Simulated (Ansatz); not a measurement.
## Ansatz (development build ahead of 0.2.0) run

```yaml
crystal:
  periodic: [false, false, false]
  atoms:
    - { symbol: Al, position_ang: [-0.04869, -0.0071, -0.00887] }
    - { symbol: Cl, position_ang: [1.21035, 1.25258, 1.21654] }
    - { symbol: Cl, position_ang: [1.20182, -1.26632, -1.24807] }
    - { symbol: Cl, position_ang: [-1.23033, 1.27104, -1.20778] }
    - { symbol: Cl, position_ang: [-1.24377, -1.26835, 1.20288] }
basis:
  gaussian: { orbitals: def2-TZVP }
total_charge: -1
hamiltonian:
  xc: hf
output:
  forces: true
```

The input is written out in the form of the current development build from the run's settings.

Output:

```
Converged                       : yes
Total energy                    : -2080.36809 hartree
Spin squared of the determinant : 0.000
Stability test                  : minimum among restricted orbitals
```

Forces (eV/Å):
```
atom      Fx      Fy      Fz
 Al1   0.734  -0.031   0.015
 Cl2   0.109   0.031   0.145
 Cl3   0.068  -0.033  -0.101
 Cl4  -0.488   0.380  -0.465
 Cl5  -0.424  -0.347   0.405
```

Caution: no diffuse functions for an anion.
